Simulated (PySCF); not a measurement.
## Calculated data, CH$_{2}$B$_{2}$F, CH$_{5}$B$_{2}$O, BH$_{3}$N

Calculation on a computer-drawn molecule: the log of a Hartree-Fock and frozen-core CCSD(T) single point meant for a local Hartree-Fock minimum, with one planted fault or none, to be diagnosed. Offsets are logged minus clean, where the clean run is the same molecule without the fault. The reference is restricted for singlets and unrestricted otherwise, and also for a bond in bohr or an excited solution. Adding or removing an electron swaps singlet and doublet. The excited solution moves the top pair (singlet) or top alpha electron (doublet) to the lowest empty orbital. Highest occupied and lowest empty are orbital energies over both spins, largest force is the largest gradient component, triples share is (T) over the correlation energy, the T1 limit is 0.02 restricted and 0.045 unrestricted, electrons count all cores, a negative frequency is imaginary (commonest isotopes), and the dipole is about the centre of nuclear charge. Program: PySCF 2.14.0.

Common to all runs: meant charge 1; meant multiplicity 1; meant basis cc-pVDZ; logged SCF converged yes; possible faults no fault, one electron removed, one electron added, multiplicity raised by two, geometry at a saddle point, SCF held on an excited solution, minimal basis STO-3G, one bond length entered in bohr, all coordinates scaled.

(1) CH$_{2}$B$_{2}$F

Logged structure:
```xyz
6
CH2B2F
B      0.1240    -1.1402    -0.6107
C      0.3292     0.2550    -0.7302
B     -0.7046     1.2381    -0.7590
F     -1.5953     2.1001    -0.7851
H     -0.0368    -2.2969    -0.5120
H      1.3575     0.6184    -0.8071
```

```
logged electrons                     : 26
logged basis functions               : 66
logged spin squared                  : 0
logged highest occupied              : -16.704 eV
logged lowest empty                  : -4.2444 eV
logged largest force                 : 2.356e-05 hartree/bohr
logged lowest frequency              : 173.07 cm⁻¹
logged T1 diagnostic                 : 0.016698
logged D1 diagnostic                 : 0.042723
logged triples share                 : 0.030489
logged CC converged                  : yes
logged dipole magnitude              : 3.7948 debye
logged SCF stable within its kind    : yes
logged energy HF                     : -187.57512 hartree
logged energy CCSD(T)                : -188.05413 hartree
planted fault                        : no fault
HF energy offset from clean run      : 0 kcal/mol
CCSD(T) energy offset from clean run : 0 kcal/mol
```

Drawn bonds:
| atom | other atom | order |
| --- | --- | --- |
| 1 | 2 | 1 |
| 2 | 3 | 2 |
| 3 | 4 | 1 |
| 1 | 5 | 1 |
| 2 | 6 | 1 |

(2) CH$_{5}$B$_{2}$O

Logged structure:
```xyz
9
CH5B2O
B     -0.6533    -1.1292    -0.8244
C     -0.3672    -0.1288     0.2030
B     -1.0460    -0.4360     1.6815
O     -0.3593    -0.3035     2.7987
H     -0.8933    -1.9391    -1.6405
H      0.7155     0.0545     0.2356
H     -0.8712     0.7944    -0.1420
H     -2.1938    -0.7496     1.7163
H      0.5496    -0.0393     2.7786
```

```
logged electrons                     : 28
logged basis functions               : 81
logged spin squared                  : 2.0282
logged highest occupied              : -12.795 eV
logged lowest empty                  : -8.9616 eV
logged largest force                 : 0.099609 hartree/bohr
logged T1 diagnostic                 : 0.032541
logged D1 diagnostic                 : 0.1648
logged triples share                 : 0.030583
logged CC converged                  : yes
logged dipole magnitude              : 1.7022 debye
logged SCF stable within its kind    : yes
logged energy HF                     : -164.58682 hartree
logged energy CCSD(T)                : -165.09872 hartree
planted fault                        : multiplicity raised by two
HF energy offset from clean run      : 114.7 kcal/mol
CCSD(T) energy offset from clean run : 118.8 kcal/mol
```

Drawn bonds:
| atom | other atom | order |
| --- | --- | --- |
| 1 | 2 | 1 |
| 2 | 3 | 1 |
| 3 | 4 | 1 |
| 1 | 5 | 1 |
| 2 | 6 | 1 |
| 2 | 7 | 1 |
| 3 | 8 | 1 |
| 4 | 9 | 1 |

(3) CH$_{5}$B$_{2}$O

Structure as in entry 2.

```
logged electrons                     : 28
logged basis functions               : 25
logged spin squared                  : 0
logged highest occupied              : -16.09 eV
logged lowest empty                  : -2.3252 eV
logged largest force                 : 0.057737 hartree/bohr
logged T1 diagnostic                 : 0.023062
logged D1 diagnostic                 : 0.078543
logged triples share                 : 0.03144
logged CC converged                  : yes
logged dipole magnitude              : 6.8362 debye
logged SCF stable within its kind    : yes
logged energy HF                     : -162.68903 hartree
logged energy CCSD(T)                : -162.90629 hartree
planted fault                        : minimal basis STO-3G
HF energy offset from clean run      : 1306 kcal/mol
CCSD(T) energy offset from clean run : 1495 kcal/mol
```

Drawn bonds:
| atom | other atom | order |
| --- | --- | --- |
| 1 | 2 | 1 |
| 2 | 3 | 1 |
| 3 | 4 | 1 |
| 1 | 5 | 1 |
| 2 | 6 | 1 |
| 2 | 7 | 1 |
| 3 | 8 | 1 |
| 4 | 9 | 1 |

Notes: T1 above single-reference limit.

(4) CH$_{5}$B$_{2}$O

Structure as in entry 2.

```
logged electrons                     : 27
logged basis functions               : 81
logged spin squared                  : 0.7767
logged highest occupied              : -25.225 eV
logged lowest empty                  : -14.214 eV
logged largest force                 : 0.064988 hartree/bohr
logged T1 diagnostic                 : 0.081015
logged D1 diagnostic                 : 0.47953
logged triples share                 : 0.030545
logged CC converged                  : yes
logged dipole magnitude              : 3.4473 debye
logged SCF stable within its kind    : yes
logged energy HF                     : -164.17175 hartree
logged energy CCSD(T)                : -164.66985 hartree
planted fault                        : one electron removed
HF energy offset from clean run      : 375.2 kcal/mol
CCSD(T) energy offset from clean run : 387.9 kcal/mol
```

Drawn bonds:
| atom | other atom | order |
| --- | --- | --- |
| 1 | 2 | 1 |
| 2 | 3 | 1 |
| 3 | 4 | 1 |
| 1 | 5 | 1 |
| 2 | 6 | 1 |
| 2 | 7 | 1 |
| 3 | 8 | 1 |
| 4 | 9 | 1 |

Notes: T1 above single-reference limit.

(5) CH$_{5}$B$_{2}$O

Structure as in entry 2.

```
logged electrons                     : 28
logged basis functions               : 81
logged spin squared                  : 0
logged highest occupied              : -17.629 eV
logged lowest empty                  : -4.5765 eV
logged largest force                 : 2.652e-05 hartree/bohr
logged lowest frequency              : 76.452 cm⁻¹
logged T1 diagnostic                 : 0.017347
logged D1 diagnostic                 : 0.051095
logged triples share                 : 0.028183
logged CC converged                  : yes
logged dipole magnitude              : 7.0574 debye
logged SCF stable within its kind    : yes
logged energy HF                     : -164.76962 hartree
logged energy CCSD(T)                : -165.28799 hartree
planted fault                        : no fault
HF energy offset from clean run      : 0 kcal/mol
CCSD(T) energy offset from clean run : 0 kcal/mol
```

Drawn bonds:
| atom | other atom | order |
| --- | --- | --- |
| 1 | 2 | 1 |
| 2 | 3 | 1 |
| 3 | 4 | 1 |
| 1 | 5 | 1 |
| 2 | 6 | 1 |
| 2 | 7 | 1 |
| 3 | 8 | 1 |
| 4 | 9 | 1 |

(6) BH$_{3}$N

Logged structure:
```xyz
5
BH3N
B     -0.2462    -1.0135     0.7906
N      0.1450    -2.1266     1.3639
H     -0.5951    -0.0203     0.2791
H      1.0895    -2.4819     1.2890
H     -0.4710    -2.7057     1.9199
```

```
logged electrons                  : 14
logged basis functions            : 43
logged spin squared               : 0
logged highest occupied           : -12.013 eV
logged lowest empty               : -13.598 eV
logged largest force              : 0.20954 hartree/bohr
logged CC converged               : no
logged dipole magnitude           : 5.7257 debye
logged SCF stable within its kind : no
logged energy HF                  : -79.99041 hartree
planted fault                     : SCF held on an excited solution
HF energy offset from clean run   : 397.5 kcal/mol
```

Drawn bonds:
| atom | other atom | order |
| --- | --- | --- |
| 1 | 2 | 1 |
| 1 | 3 | 1 |
| 2 | 4 | 1 |
| 2 | 5 | 1 |

Notes: CCSD not converged.
